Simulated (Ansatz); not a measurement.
`COB(S)O[SiH3]` + silanol → `[SiH3]OB(S)O[SiH3]` + CH₃OH  (ligand exchange at a B–O bond)

Calculated with Ansatz (gas phase, PBE0-D4/def2-TZVP geometries, no zero-point term in ΔE). CCSD(T)/CBS is the MP2 limit (def2-TZVPP, def2-QZVPP) plus CCSD(T) − MP2 in def2-TZVPP, frozen cores. This one scheme is used for every species. Functionals use def2-TZVPP. One conformer a species, not always the lowest.

```csv
level,ΔE (kJ/mol)
ωB97M-V,7.7
HF/CBS(def2),2.2
```

Problem. What does CCSD(T)/CBS give? (Estimate.)

Solution. Ansatz gave: +7.3 kJ/mol. The listed levels differ from it by 0.4, -5.1 kJ/mol.

Largest T1 diagnostic among the species: 0.013.

In def2-TZVPP, CCSD(T) changes the Hartree–Fock value by +5.8 kJ/mol (the triples alone add +1.2 kJ/mol) and MP2 by +7.6 kJ/mol. The D4 term adds −4.6 kJ/mol with B3LYP and −2.7 kJ/mol with PBE0; it sums over pairs of atoms, weighted by their polarisabilities, and B3LYP, whose exchange is more repulsive, gets the larger term.

B3LYP here is the variant with VWN-RPA as its local correlation; programs differ in this.
